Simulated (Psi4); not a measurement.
HBr$_{2}$FOSi, singlet, geometry from GFN2-xTB, atoms displaced at random by about 0.08 Å a coordinate; PBE0/STO-3G, gradient run with Psi4.

Input for Psi4:
```
memory 2 GB

molecule mol {
0 1
O    -1.919783   -1.016380   -0.538915
Si   -0.384973   -0.290074    0.352766
F    -0.592523   -0.564807    1.938400
Br    1.149354   -1.222386   -0.314267
Br   -0.571928    1.887119    0.075445
H    -2.609614   -0.870752   -0.366403
symmetry c1
no_reorient
no_com
}

set {
  basis sto-3g
  reference rks
}

gradient('pbe0')
print_variables()
```

What the program printed (banner, timings and long lists left out):

```
gradient() will perform analytic gradient computation.

   => Loading Basis Set <=

    Name: STO-3G
    Role: ORBITAL
    Keyword: BASIS

         ---------------------------------------------------------
                                   SCF
               by Justin Turney, Rob Parrish, Andy Simmonett
                          and Daniel G. A. Smith
                              RKS Reference
         ---------------------------------------------------------

  ==> Geometry <==

    Molecular point group: c1
    Full point group: C1

    Geometry (in Angstrom), charge = 0, multiplicity = 1:

       Center              X                  Y                   Z               Mass
    ------------   -----------------  -----------------  -----------------  -----------------
         O           -1.919783000000    -1.016380000000    -0.538915000000    15.994914619570
         SI          -0.384973000000    -0.290074000000     0.352766000000    27.976926534650
         F           -0.592523000000    -0.564807000000     1.938400000000    18.998403162730
         BR           1.149354000000    -1.222386000000    -0.314267000000    78.918337600000
         BR          -0.571928000000     1.887119000000     0.075445000000    78.918337600000
         H           -2.609614000000    -0.870752000000    -0.366403000000     1.007825032230

  Running in c1 symmetry.

  Rotational constants: A =      0.07975  B =      0.02898  C =      0.02612 [cm^-1]
  Rotational constants: A =   2390.74646  B =    868.91539  C =    782.92361 [MHz]
  Nuclear repulsion =  745.167344763682877

  Charge       = 0
  Multiplicity = 1
  Electrons    = 102
  Nalpha       = 51
  Nbeta        = 51

  ==> Algorithm <==

  SCF Algorithm Type is DF.
  DIIS enabled.
  MOM disabled.
  Fractional occupation disabled.
  Guess Type is SAD.
  Energy threshold   = 1.00e-08
  Density threshold  = 1.00e-08
  Integral threshold = 1.00e-12

  ==> Primary Basis <==

  Basis Set: STO-3G
    Blend: STO-3G
    Number of shells: 28
    Number of basis functions: 56
    Number of Cartesian functions: 58
    Spherical Harmonics?: true
    Max angular momentum: 2

  ==> DFT Potential <==

   => LibXC <=

    Version 7.1.2
    S. Lehtola, C. Steigemann, M. J. T. Oliveira, and M. A. L. Marques,  SoftwareX 7, 1–5 (2018) (10.1016/j.softx.2017.11.002)

   => Composite Functional: PBE0 <=

    PBE0 Hyb-GGA Exchange-Correlation Functional

    C. Adamo and V. Barone,  J. Chem. Phys. 110, 6158 (1999) (10.1063/1.478522)
    M. Ernzerhof and G. E. Scuseria,  J. Chem. Phys. 110, 5029 (1999) (10.1063/1.478401)

    Deriv               =              1
    GGA                 =           TRUE
    Meta                =          FALSE

    Exchange Hybrid     =           TRUE
    MP2 Hybrid          =          FALSE

   => Exchange Functionals <=

    0.7500   Perdew, Burke & Ernzerhof

   => Exact (HF) Exchange <=

    0.2500               HF

   => Correlation Functionals <=

    1.0000   Perdew, Burke & Ernzerhof

   => LibXC Density Thresholds  <==

    XC_HYB_GGA_XC_PBEH:  1.00E-15

   => Molecular Quadrature <=

    Radial Scheme          =       TREUTLER
    Pruning Scheme         =           NONE
    Nuclear Scheme         =       TREUTLER

    Blocking Scheme        =         OCTREE
    BS radius alpha        =              1
    Pruning alpha          =              1
    Radial Points          =             75
    Spherical Points       =            302
    Total Points           =         123691
    Total Blocks           =            991
    Max Points             =            256
    Max Functions          =             45
    Weights Tolerance      =       1.00E-15

   => Loading Basis Set <=

    Name: (STO-3G AUX)
    Role: JKFIT
    Keyword: DF_BASIS_SCF

  ==> Integral Setup <==

  SCF_SUBTYPE=INCORE selected. In-core MEM_DF algorithm will be used.
  Using in-core AOs.

  ==> MemDFJK: Density-Fitted J/K Matrices <==

    J tasked:                   Yes
[...]
  @DF-RKS Final Energy: -5550.51108860501427
    Total Energy =                      -5550.5110886050142653
[...]

  ==> Geometry <==

    Molecular point group: c1
    Full point group: C1

    Geometry (in Angstrom), charge = 0, multiplicity = 1:

       Center              X                  Y                   Z               Mass
    ------------   -----------------  -----------------  -----------------  -----------------
         O           -1.919783000000    -1.016380000000    -0.538915000000    15.994914619570
         SI          -0.384973000000    -0.290074000000     0.352766000000    27.976926534650
         F           -0.592523000000    -0.564807000000     1.938400000000    18.998403162730
         BR           1.149354000000    -1.222386000000    -0.314267000000    78.918337600000
         BR          -0.571928000000     1.887119000000     0.075445000000    78.918337600000
         H           -2.609614000000    -0.870752000000    -0.366403000000     1.007825032230

  Nuclear repulsion =  745.167344763682877

  ==> Basis Set <==

  Basis Set: STO-3G
    Blend: STO-3G
    Number of shells: 28
    Number of basis functions: 56
    Number of Cartesian functions: 58
    Spherical Harmonics?: true
    Max angular momentum: 2

  ==> DFJKGrad: Density-Fitted SCF Gradients <==

    Gradient:                    1
    J tasked:                  Yes
    K tasked:                  Yes
    wK tasked:                  No
    Integrals threads:           1
    Schwarz Cutoff:          1E-12
    Fitting Condition:       1E-10

   => Auxiliary Basis Set <=

  Basis Set: (STO-3G AUX)
    Blend: DEF2-UNIVERSAL-JKFIT
    Number of shells: 214
    Number of basis functions: 832
    Number of Cartesian functions: 1103
    Spherical Harmonics?: true
    Max angular momentum: 5

  ==> DFT Potential <==

   => LibXC <=

    Version 7.1.2
    S. Lehtola, C. Steigemann, M. J. T. Oliveira, and M. A. L. Marques,  SoftwareX 7, 1–5 (2018) (10.1016/j.softx.2017.11.002)

   => Composite Functional: PBE0 <=

    PBE0 Hyb-GGA Exchange-Correlation Functional

    C. Adamo and V. Barone,  J. Chem. Phys. 110, 6158 (1999) (10.1063/1.478522)
    M. Ernzerhof and G. E. Scuseria,  J. Chem. Phys. 110, 5029 (1999) (10.1063/1.478401)

    Deriv               =              1
    GGA                 =           TRUE
    Meta                =          FALSE

    Exchange Hybrid     =           TRUE
    MP2 Hybrid          =          FALSE

   => Exchange Functionals <=

    0.7500   Perdew, Burke & Ernzerhof

   => Exact (HF) Exchange <=

    0.2500               HF

   => Correlation Functionals <=

    1.0000   Perdew, Burke & Ernzerhof

   => LibXC Density Thresholds  <==

    XC_HYB_GGA_XC_PBEH:  1.00E-15

   => Molecular Quadrature <=

    Radial Scheme          =       TREUTLER
    Pruning Scheme         =           NONE
    Nuclear Scheme         =       TREUTLER

    Blocking Scheme        =         OCTREE
    BS radius alpha        =              1
    Pruning alpha          =              1
    Radial Points          =             75
    Spherical Points       =            302
    Total Points           =         123691
    Total Blocks           =            991
    Max Points             =            256
    Max Functions          =             45
    Weights Tolerance      =       1.00E-15

  -Total Gradient:
     Atom            X                  Y                   Z
    ------   -----------------  -----------------  -----------------
       1       -0.804752099036     0.144999354637     0.163450597048
       2        0.261890804652    -0.055534057510    -0.027250678603
       3        0.001469499604     0.000399735169    -0.006934079011
       4       -0.158928082419     0.093578721518     0.074034542810
       5       -0.004910322700    -0.008619028956     0.001832856090
       6        0.705523761284    -0.175032725523    -0.205261186159

  Variable Map:
  ----------------------------------------------------------------------------
[...]
  Array Variable Map:
  ----------------------------------------------------------------------------
[...]
[...]
```
